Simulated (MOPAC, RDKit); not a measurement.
Conformational energy of C11H16O, SMILES c1(cc(C(C)(C)C)ccc1)OC. Scanned: dihedral C1–O2–C3–C4; all other coordinates were relaxed at GFN2-xTB. Points at φ and −φ are mirror images. Heavy atoms are numbered in the order of the SMILES COc1cccc(C(C)(C)C)c1, hydrogens after them in the order of the atoms that carry them; the mirror image has the same energies with the sign of each dihedral reversed.

Computed with: UFF // GFN2-xTB (RDKit); MMFF94 // GFN2-xTB (RDKit); PM7, restricted, heats of formation // GFN2-xTB (MOPAC).

Energies in kcal/mol, each method relative to its own lowest point.

| φ / ° | UFF | MMFF94 | PM7 |
|---|---|---|---|
| -160 | 0.5 | 0.6 | 0.4 |
| -140 | 1.8 | 1.3 | 1.3 |
| -120 | 3.3 | 2.1 | 2.0 |
| -100 | 5.0 | 2.3 | 2.3 |
| -80 | 4.9 | 2.2 | 2.3 |
| -60 | 3.2 | 1.9 | 1.9 |
| -40 | 1.8 | 0.9 | 1.2 |
| -20 | 0.6 | 0.2 | 0.4 |
| 0 | 0.1 | 0.0 | 0.1 |
| 20 | 0.6 | 0.2 | 0.4 |
| 40 | 1.8 | 0.9 | 1.2 |
| 60 | 3.2 | 1.9 | 1.9 |
| 80 | 4.9 | 2.2 | 2.3 |
| 100 | 5.0 | 2.3 | 2.3 |
| 120 | 3.3 | 2.1 | 2.0 |
| 140 | 1.8 | 1.3 | 1.3 |
| 160 | 0.5 | 0.6 | 0.4 |
| 180 | 0.0 | 0.3 | 0.0 |
